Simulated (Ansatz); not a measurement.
BH₅SiZn₂, SMILES `[BH2][Zn][SiH2][ZnH]`. Charge 0, multiplicity 1. For Zn the d shell is correlated and the shells below it are frozen. Scalar relativity is left out up to krypton.

```xyz
9

B    -2.110   -0.718   -2.049
Zn   -0.765   -0.485   -0.465
Si    0.776   -0.193    1.332
Zn    2.287    1.623    1.142
H    -3.133   -0.095   -2.124
H    -1.922   -1.487   -2.951
H     1.581   -1.445    1.511
H     0.018   -0.027    2.615
H     3.268    2.826    0.988
```

(1) Give the diagnostics of a CCSD(T)/def2-TZVPP run (frozen core, Ansatz). (An estimate is asked.)

## Answers

(1) Computed: T1 = 0.0150, largest single amplitude 0.018, largest double 0.029, (T) share of the correlation energy 3.2 %, 12 CCSD cycles. The RHF solution is stable towards an unrestricted one. T1 lies under the customary mark of 0.02 for closed shells.
